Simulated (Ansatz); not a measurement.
Job for Ansatz (an electronic-structure program): R-CCSD(T)/cc-pV(D+d)Z on SiCl4 (SMILES Cl[Si](Cl)(Cl)Cl). The basis file is the Basis Set Exchange's JSON of that set.

Ansatz 0.2 input:
```yaml
crystal:
  periodic: [false, false, false]
  atoms:
    - {symbol: Cl, position_ang: [-1.19130663, -1.21503317, -1.11156618]}
    - {symbol: Si, position_ang: [0.00000359, -0.00001790, -0.00001283]}
    - {symbol: Cl, position_ang: [-0.79384984, 1.87048541, 0.04502701]}
    - {symbol: Cl, position_ang: [0.12993901, -0.72660503, 1.89371323]}
    - {symbol: Cl, position_ang: [1.85521387, 0.07107068, -0.82716123]}
basis:
  gaussian:
    orbitals: cc-pV_D+d_Z.json
magnetization: {spin_polarized: false}
correlation: {method: ccsd_t, electrons: outside_noble_gas}
scf: {lower_state_search: off}
```

### Question
Give the final energy of this run.

### Answer
-2127.8709 hartree (reference determinant -2127.1680, T1 diagnostic 0.009).

### Question
How many basis functions does it have, and what does it roughly cost on one machine?

### Answer
115 functions; very roughly 22 core-seconds.
